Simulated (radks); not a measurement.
The numbers below are computed, except where a source is named.
Problem. The mean radii <r> (bohr) of the occupied orbitals of an atom or ion are listed with their occupations. Level of theory: scalar-relativistic Kohn-Sham, r2SCAN, spin-polarised, spherical densities, finite nucleus; meta-GGA in the generalised Kohn-Sham scheme; Fermi nuclear charge, rms radius of each element as measured or else 0.836 A^(1/3) + 0.57 fm (a radial shooting solver on a logarithmic mesh with Libxc functionals).

orbital  occ.      <r>
1s up       1  0.02906
1s down     1  0.02906
2s up       1   0.1251
2s down     1   0.1250
2p up       3   0.1093
2p down     3   0.1092
3s up       1   0.3283
3s down     1   0.3289
3p up       3   0.3240
3p down     3   0.3248
3d up       5   0.2960
3d down     3   0.2969

Name the element and its charge. Open shells, if any, are filled with parallel spins first.

Solution. Z = 50, tin, charge +24: Sn24+ in [Ar] 3d8. The 1s radius gives Z: for a bare nucleus <r> = (2 gamma + 1)/(2Z) with gamma = sqrt(1 - (Z/c)^2), 0.02862 bohr for Z = 50, and screening makes it slightly larger (0.02906 here). The occupations add up to 26, and the charge is Z minus that.
